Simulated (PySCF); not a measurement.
Predicted microwave data (PBE0-D3(BJ)/def2-SVP geometry optimisation, gas phase in PySCF) for one isomer of C3H5ClN2Si:

```
Rotational constants : A = 2109, B = 2032, C = 1048 MHz
Dipole components    : |μa| = 2.46 D, |μb| = 1.66 D, |μc| = 0.00 D
Inertial defect      : -6.04 u·Å²
κ                    : 0.85
```

Problem. Which structure is it? (One computed conformer of each.)
A. `Clc1nc([SiH3])c[nH]1`
B. `[SiH3]n1cncc1Cl`

Solution. B. It is [SiH3]n1cncc1Cl, an asymmetric top, point group Cs. The candidates at the same level (rigid rotor, commonest isotopes):

| SMILES | A (MHz) | B (MHz) | C (MHz) | μa (D) | μb (D) | μc (D) | Δ (u·Å²) | point group | rotor |
| --- | --- | --- | --- | --- | --- | --- | --- | --- | --- |
| [SiH3]n1cncc1Cl | 2109 | 2032 | 1048 | 2.46 | 1.66 | 0.00 | -6.04 | Cs | asymmetric top |
| [SiH3]c1c[nH]c(Cl)n1 | 5601 | 908.3 | 788.8 | 1.02 | 3.91 | 0.00 | -5.93 | near Cs | near-prolate asymmetric top |

`[SiH3]c1c[nH]c(Cl)n1` has A 166 % too high. In the right answer the mirror of this Cs structure is the ab plane, so μc vanishes by symmetry. No structure here is proved a minimum.
